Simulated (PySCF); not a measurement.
C4H11NSi.
InChI=1S/C4H11NSi/c1-3-4(2)6-5/h3H,5-6H2,1-2H3/b4-3+

A linear-response calculation (PySCF, def2-SVPD basis, gas phase, vertical, core orbitals frozen in the response) gave these numbers; the functional is withheld.

Orbital energies (eV): HOMO-3 -9.31, HOMO-2 -8.40, HOMO-1 -7.26, HOMO -7.05, LUMO -0.02, LUMO+1 0.64, LUMO+2 1.01.

```
state  E (eV)       f   main configurations (H = HOMO, L = LUMO)
   S1    5.96  0.0092                                H-1→L (94%)
   S2    6.43   0.232                     H→L (72%), H→L+1 (23%)
   S3    6.62  0.0091  H-1→L+1 (67%), H-1→L+2 (16%), H-2→L (13%)
   S4    6.67   0.094        H→L+1 (56%), H→L+2 (25%), H→L (13%)
   S5    6.92  0.0046                 H-2→L (75%), H-1→L+1 (11%)
   S6    7.14   0.139                   H→L+2 (59%), H→L+1 (17%)
```

Triplets, Tamm–Dancoff:

```csv
state,E (eV),λ (nm),"main configurations (H = HOMO, L = LUMO)"
T1,4.09,302.9,"H→L (82%), H→L+1 (9%)"
T2,5.65,219.4,H-1→L (86%)
T3,6.17,200.9,"H-2→L (52%), H-1→L+1 (28%), H-1→L+2 (14%)"
T4,6.44,192.5,H→L+1 (86%)
```

Vertical ionisation energy by ΔSCF with the same functional: 8.93 eV. Mean static polarisability: 87.5 au.

Question: Name the functional.
A. CAM-B3LYP
B. PBE
C. HF
D. PBE0

Answer: D. PBE0 is a global hybrid with 25% exact exchange. In this run −ε(HOMO) = 7.05 eV differs from the ΔSCF value by -1.89 eV, and S1 differs from the orbital gap of 7.02 eV by -1.07 eV. The ratio −ε(HOMO)/IP is 0.79. Small neutral molecules mostly give 0.7 to 0.83 with PBE0, 0.5 to 0.7 with PBE, 0.85 to 0.93 with CAM-B3LYP; with Hartree–Fock the ratio is 1 or more (Koopmans' value less the relaxation energy is the ΔSCF value).

Level of theory: TDDFT PBE0/def2-SVPD, vertical, gas phase, core orbitals frozen in the response in PySCF. The structure is a single PBE0-D3(BJ)/def2-SVP conformer in the gas phase; no vibrational or solvent corrections.

The values belong to the conformer `[CH3:1]/[CH:2]=[C:3](\[CH3:4])[SiH2:5][NH2:6]`: C2–C3–Si5–N6 -128°, H–N6–Si5–C3 62°, H–N6–Si5–C3 -155°.
